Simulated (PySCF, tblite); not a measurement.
Isomers of C4H12N2OSi, one GFN2-xTB conformer each. Single-point energies are computed at PBE0/pcSseg-1 (PySCF, gas phase, no added dispersion term), electronic only.

Question: Rank them by PBE0/pcSseg-1 energy, lowest first (kcal/mol).
A. `[NH2:1][Si:2]1([NH2:3])[CH2:4][CH2:5][C@@H:6]1[CH2:7][OH:8]` with H–N1–Si2–N3 -39° and 99°, N1–Si2–N3–H 172° and -48°, C5–C6–C7–O8 72°, C6–C7–O8–H -49°
B. `[CH3:1][C:2](=[O:3])[NH:4][SiH2:5][N:6]([CH3:7])[CH3:8]` with C1–C2–N4–Si5 -179°, C2–N4–Si5–N6 177°, N4–Si5–N6–C7 52°

Answer: B (0.0), A (5.5).

As drawn, the lower has a C=O bond and a C(=O)–N unit, which the higher lacks; the higher has a four-membered ring, an O–H bond and an Si–C bond, which the lower lacks. GFN2-xTB itself gives, in the same order: 0.0, 46.6. Both levels put the same isomer lowest.

Q: Which frontier levels, dipoles and rotational constants go with these structures?

A: 
| SMILES | HOMO (eV, PBE0/pcSseg-1) | LUMO (eV) | dipole (D) | A, B, C (MHz) |
| --- | --- | --- | --- | --- |
| CC(=O)N[SiH2]N(C)C | -6.42 | 0.61 | 3.88 | 4140, 844.2, 738.5 |
| N[Si]1(N)CC[C@@H]1CO | -6.77 | 0.90 | 2.17 | 2508, 1096, 1002 |

Q: What happens when harmonic zero-point energies from GFN2-xTB frequencies are added?

A: 
| SMILES | ZPE (kcal/mol) | electronic (kcal/mol) | with ZPE (kcal/mol) |
| --- | --- | --- | --- |
| CC(=O)N[SiH2]N(C)C | 100.5 | 0.0 | 0.0 |
| N[Si]1(N)CC[C@@H]1CO | 103.3 | 5.5 | 8.2 |

The zero-point energies span 2.8 kcal/mol. The order is unchanged.

Q: As an exercise, what shares would exp(−E/RT) give at 2000 K from these electronic energies alone (no entropy, no degeneracies)?

A: RT = 3.974 kcal/mol: CC(=O)N[SiH2]N(C)C 79.9 %, N[Si]1(N)CC[C@@H]1CO 20.1 %.
